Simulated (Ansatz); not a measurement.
The cluster Hg2TeCl2, relaxed as a singlet with RKS r2SCAN-D4/def2-SVP in Ansatz, starting from the GFN1-xTB geometry. Force threshold 0.02 eV/Å.

In the def2 sets Hg, Te take a core potential; there is no spin–orbit coupling. The structure comes from a short search, and lower isomers may exist.

Start:

```xyz
5

Hg    0.580    1.374   -1.460
Hg   -0.221   -1.678    1.224
Te   -1.281    0.602    0.302
Cl   -0.356   -3.411    2.769
Cl    1.278    3.114   -2.835
```

Estimate the energy that the relaxation releases and the steps that it takes.

14.6 kcal/mol, in 12 steps; 14 s on 4 threads of Intel Xeon 6975P-C on a shared host. No frequencies were taken in this run, so the end may be a saddle point.

Does the start keep its bonding?

By distances, no bond broke or formed. The bond that changes most is Hg2–Te3, from 2.68 to 2.63 Å (atoms count from 1).

Predict the relaxed structure.


```tsv
atom	x (Å)	y (Å)	z (Å)
Hg1	0.097	1.485	-1.143
Hg2	-0.603	-1.274	1.240
Te3	-1.955	0.807	0.361
Cl4	0.569	-3.121	2.026
Cl5	1.893	2.103	-2.483
```
Bond lengths (bridged metal pairs left out): 2 × Hg–Te 2.63 Å; 2 × Cl–Hg 2.32 Å.
